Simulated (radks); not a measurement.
Valence configurations of neutral caesium (all share [Xe]). Method: scalar-relativistic Kohn-Sham, PBE, spin-unpolarised, spherical densities, finite nucleus; Fermi nuclear charge, rms radius 4.8041 fm; computed with a radial shooting solver on a logarithmic mesh with Libxc functionals. Energies are relative to 6s1; eigenvalues in eV.

| valence | E (eV) | e(4f) | e(5d) | e(6p) | e(6s) |
|---|---|---|---|---|---|
| 6s1 | 0.000 | - | - | - | -2.086 |
| 5d0.5 6s0.5 | 0.843 | - | -0.468 | - | -2.141 |
| 4f0.5 6s0.5 | 1.278 | -0.281 | - | - | -3.275 |
| 6p1 | 1.371 | - | - | -1.295 | - |
| 5d1 | 1.671 | - | -0.576 | - | - |
| 4f1 | 2.952 | -0.434 | - | - | - |

NIST lists [Xe] 6s1 as the ground configuration; this level of theory agrees among the configurations tried. The energies are those of spherical spin-averaged densities, not of single terms.
